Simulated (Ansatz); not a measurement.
```xyz
10

O    -0.886   -0.106   -1.549
Mo   -0.071   -0.018    0.104
O     1.063   -1.442   -0.250
O     1.194    1.199   -0.440
F    -1.028   -1.344    1.003
Cl    0.627    0.588    2.243
Cl   -1.901    1.406    0.526
H    -1.654    0.440   -1.760
H     0.793   -2.333    0.004
H     1.863    1.608    0.119
```

Charge 0, multiplicity 1. Mo: def2 effective core potential.

Task: List the r2SCAN/def2-TZVPP orbital energies in eV (the Gaussian-basis code of Ansatz). (Estimate.)

Result: The calculation gave: Occupied: -2753.19, -2752.97, -666.25, -517.62, -517.52, -517.49, -254.58, -254.36, -193.10, -193.00, -192.98, -192.87, -192.79, -192.76, -73.35, -46.44, -46.26, -46.23, -30.57, -27.27, -27.20, -27.14, -20.95, -20.65, -14.89, -14.52, -14.19, -12.13, -12.02, -11.59, -11.51, -10.46, -10.40, -10.02, -9.76, -9.50, -9.21, -8.88, -8.29, -8.04, -7.85, -7.44. Lowest empty: -5.13, -4.91, -4.68, -1.54, -0.86, 0.07, 0.90, 0.96.
